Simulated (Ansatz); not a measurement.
Molecular dynamics, step by step

CH5IO (SMILES O.CI), closed shell, HF/def2-SVP (Ansatz 0.2.0). Settings (timestep in fs, temperature in K; T counts 18 degrees of freedom):

```yaml
hamiltonian: {xc: hf}
md: {n_steps: 60, timestep: 0.5, temperature: 300, ensemble: nvt_nose_hoover, seed: 151, initial_velocities: maxwell_boltzmann}
```

Start (the SMILES describes the start alone):

| atom | x (Å) | y (Å) | z (Å) |
| --- | --- | --- | --- |
| O1 | 0.3135 | -0.2560 | -2.0303 |
| H2 | 0.3931 | 0.5091 | -2.6041 |
| H3 | -0.5922 | -0.2275 | -1.7026 |
| C4 | 0.2046 | -0.0362 | 1.3202 |
| I5 | -1.8558 | 0.2481 | 0.8447 |
| H6 | 0.5270 | 0.8298 | 1.8899 |
| H7 | 0.2774 | -0.9458 | 1.9080 |
| H8 | 0.7324 | -0.1214 | 0.3741 |

```tsv
step	time (fs)	potential energy less the start (meV)	kinetic energy (meV)	T (K)
0	0.00	0.0	232.7	300
4	2.00	70.0	164.2	212
8	4.00	56.5	176.5	228
12	6.00	85.7	148.3	191
16	8.00	78.8	155.2	200
20	10.00	27.5	206.2	266
24	12.00	41.4	192.5	248
28	14.00	69.6	165.0	213
32	16.00	70.7	163.8	211
36	18.00	93.8	141.8	183
40	20.00	18.4	216.0	278
44	22.00	58.1	177.9	229
48	24.00	70.6	165.3	213
52	26.00	99.8	136.9	176
56	28.00	97.9	138.9	179
60	30.00	58.4	178.8	231
```

Step 20, positions (Å) and forces (eV/Å):

```
atom       x       y       z      Fx      Fy      Fz
  O1   0.277  -0.247  -2.011   0.976   1.467  -0.950
  H2   0.293   0.655  -2.374  -0.071  -1.421   0.585
  H3  -0.586  -0.360  -1.676  -0.831  -0.083   0.203
  C4   0.219  -0.047   1.352   0.160   0.079  -0.174
  I5  -1.852   0.248   0.837  -0.241  -0.107   0.163
  H6   0.522   0.899   1.794   0.179  -0.261   0.040
  H7   0.317  -0.889   2.039  -0.156   0.258  -0.107
  H8   0.722  -0.237   0.404  -0.015   0.067   0.240
```

Step 44, positions (Å) and forces (eV/Å):

```json
{"atom": "O1", "x": "0.244", "y": "-0.230", "z": "-1.997", "Fx": "-0.758", "Fy": "-1.630", "Fz": "0.286"}
{"atom": "H2", "x": "0.145", "y": "0.687", "z": "-2.050", "Fx": "-0.001", "Fy": "1.485", "Fz": "-0.149"}
{"atom": "H3", "x": "-0.635", "y": "-0.523", "z": "-1.739", "Fx": "0.863", "Fy": "0.102", "Fz": "-0.297"}
{"atom": "C4", "x": "0.243", "y": "-0.044", "z": "1.384", "Fx": "-0.320", "Fy": "0.274", "Fz": "-1.263"}
{"atom": "I5", "x": "-1.849", "y": "0.247", "z": "0.829", "Fx": "0.298", "Fy": "0.073", "Fz": "0.214"}
{"atom": "H6", "x": "0.645", "y": "0.888", "z": "1.732", "Fx": "0.043", "Fy": "0.424", "Fz": "0.103"}
{"atom": "H7", "x": "0.232", "y": "-0.776", "z": "2.134", "Fx": "-0.009", "Fy": "-0.945", "Fz": "1.185"}
{"atom": "H8", "x": "0.756", "y": "-0.415", "z": "0.503", "Fx": "-0.117", "Fy": "0.217", "Fz": "-0.079"}
```

Step 56, positions (Å) and forces (eV/Å):

```tsv
atom	x	y	z	Fx	Fy	Fz
O1	0.227	-0.222	-1.990	0.539	-0.870	-0.221
H2	0.079	0.692	-1.906	-0.125	1.028	0.054
H3	-0.613	-0.607	-1.824	-0.309	-0.202	0.015
C4	0.250	-0.039	1.398	-0.501	-1.241	0.612
I5	-1.847	0.247	0.826	0.239	0.069	0.160
H6	0.637	0.949	1.687	-0.052	-0.750	-0.095
H7	0.194	-0.810	2.212	0.250	1.304	-0.577
H8	0.732	-0.518	0.542	-0.040	0.661	0.053
```

Last step (60):

O1  (0.223, -0.218, -1.989)
H2  (0.064, 0.681, -1.859)
H3  (-0.623, -0.651, -1.852)
C4  (0.248, -0.044, 1.405)
I5  (-1.846, 0.247, 0.825)
H6  (0.638, 0.942, 1.672)
H7  (0.195, -0.755, 2.229)
H8  (0.731, -0.513, 0.536)
(Å)

The run took about 25 s on 4 CPU threads of an Arm Neoverse V2 (shared host).
